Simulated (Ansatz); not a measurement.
**Which isomer of C2H8Ge gives these data?**

These gas-phase data were calculated for one isomer of C2H8Ge at B3LYP-D3(BJ)/def2-SVP (harmonic, unscaled wavenumbers; equilibrium rotational constants with average atomic masses):

```
rotational constants            : 22.27, 3.507, 3.279 GHz
all wavenumbers above 1500 cm⁻¹ : 3108, 3096, 3087, 3043, 3022, 2123, 2118, 2116
dipole moment                   : 0.82 D (PBE0/def2-TZVPD)
```

Candidates:

(1) `C[CH2][GeH3]`, a singlet
(2) `[CH3][GeH2][CH3]`, a singlet

Question: Which structure fits?

Answer: Candidate (1). 3 modes lie between 1900 and 2250 cm⁻¹, one for each Ge–H bond, while (2) has 2.

The same quantities for all candidates:

```tsv
	rotational constants (GHz)	wavenumbers above 1500 cm⁻¹	dipole (D)	E above the lowest, B3LYP-D3(BJ)/def2-SVP (kcal/mol)
(1)	22.27, 3.507, 3.279	3108, 3096, 3087, 3043, 3022, 2123, 2118, 2116	0.82	7.1
(2)	12.35, 5.457, 4.185	3140, 3140, 3136, 3135, 3039, 3039, 2105, 2103	0.67	0.0
```

Programs: Ansatz 0.2.0.
